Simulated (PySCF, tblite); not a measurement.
# A complex of Be2+ and methanol

A gas-phase complex of Be2+ and methanol; charge +2, singlet. The structure comes from a short search (6 tight-binding starts) and was relaxed by PBE0-D3(BJ)/def2-TZVPD; another way of binding may lie lower. Frequencies by PBE0-D3(BJ)/def2-TZVPD show no clear imaginary mode.

```
part      name  SMILES  atoms  charge  multiplicity
   1      Be2+  [Be+2]      1      +2             1
   2  methanol      CO    2–7       0             1
```

Coordinates in Å:
```
Be1    -0.520   -0.371    1.265
C2     -2.280   -1.904   -0.188
O3     -1.759   -1.097    1.088
H4     -3.217   -1.411   -0.438
H5     -2.371   -2.926    0.174
H6     -1.504   -1.770   -0.939
H7     -2.442   -1.163    1.789
```

Contacts between parts, classed by geometry: Be1···O3 1.447 Å (bond).

The parts are joined by the bond Be1–O3, so these are energies of forming such bonds; deforming the relaxed parts to their shape in the adduct costs 9.6 kcal/mol, which the interaction energies leave out.

Interaction energies are complex less parts, with the parts frozen as they stand in it; counterpoise-corrected, in kcal/mol (PySCF).

How strongly do the parts interact, level by level?


```json
{"level": "wB97M-D3(BJ)/def2-TZVPD", "interaction": "-181.49", "superposition error removed": "-0.06"}
{"level": "PBE0-D3(BJ)/def2-TZVPD", "interaction": "-182.15", "superposition error removed": "-0.07"}
```

What holds them together? Decompose the wB97M-D3(BJ)/def2-TZVPD energy: frozen parts, their antisymmetrised product, then relaxation.

electrostatic -98.0, Pauli repulsion +51.0, orbital relaxation -132.9, dispersion correction -1.6 kcal/mol, which sum to the value before the counterpoise correction; the Pauli term holds the exchange-correlation of the frozen density too. Of the attraction, 57 % is orbital relaxation, 42 % is electrostatic, 1 % is dispersion correction.

The parts were also relaxed and run alone, at the levels used for the complex: shieldings by PBE0/pcSseg-2; core levels by delta-SCF with SCAN, pcX-2 on the ionised atom and pcseg-1 elsewhere, spin-free X2C.

How do these values change when the complex forms?


| property | alone | in the complex | change |
| --- | --- | --- | --- |
| shielding of Be1 (ppm) | 130.4 | 109.2 | -21.2 |
| shielding of O3 (ppm) | 329.3 | 299.1 | -30.2 |
| C2 1s core level (eV) | 292.41 | 304.74 | +12.33 |
| O3 1s core level (eV) | 538.99 | 554.02 | +15.02 |

What are the binding energy from relaxed parts (wB97M-D3(BJ)/def2-TZVPD), and ΔH and ΔG of association at 298.15 K and 1 atm?

-171.91 kcal/mol, -170.40 with zero-point energy; ΔH -171.2 and ΔG -163.8 kcal/mol, from harmonic vibrations by PBE0-D3(BJ)/def2-TZVPD with low modes damped.

Multiply charged ions in the gas phase bind far more strongly than in solution.
